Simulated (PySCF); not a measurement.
**Fractional electron number in Li(2+) (lithium, charge +2)**

The 1s alpha orbital of 1s1 is emptied in steps (occupation f), with all orbitals relaxed, ending at no electrons. Calculation: PySCF 2.14, in aug-cc-pVTZ-DK; scalar relativity by spin-free X2C-1e. The exact energy is a straight line in f; departures are measured from the line between the end points of the same method.

```csv
f,UHF (eV),BHandHLYP (eV),wB97X (eV),M06-2X (eV)
1,0.000,0.000,0.000,0.000
0.9,0.000,-0.831,-1.089,-0.887
0.7,0.000,-1.888,-2.477,-2.038
0.5,0.000,-2.160,-2.837,-2.366
0.3,0.000,-1.697,-2.231,-1.905
0.1,0.000,-0.620,-0.826,-0.747
0,0.000,0.000,0.000,0.000
```

**Question.** For wB97X, how does the orbital energy at f = 1 compare with the removal energy?

**Answer.** −ε = 110.29 eV against a total-energy difference of 122.49 eV. By Janak's theorem ε = ∂E/∂f, so the gap between them reflects the curvature. Along the path −ε is 112.93 (f = 0.9), 118.16 (f = 0.7), 123.19 (f = 0.5), 127.74 (f = 0.3), 130.89 (f = 0.1) eV.

```
   method  E(f=0) − E(f=1) (eV)  −ε at f=1 (eV)  −ε at f=0.5 (eV)
      UHF                122.44          122.44            122.44
BHandHLYP                122.34          113.01            122.87
    wB97X                122.49          110.29            123.19
   M06-2X                122.31          112.40            122.69
```

As f goes to zero the orbital energy of a semilocal functional can turn back, because the density of that orbital vanishes from the exchange-correlation potential.

Reference removal energy between the ground levels: 122.45 eV (theoretical estimate listed by NIST; NIST Atomic Spectra Database, ionization energies). UHF lacks correlation.
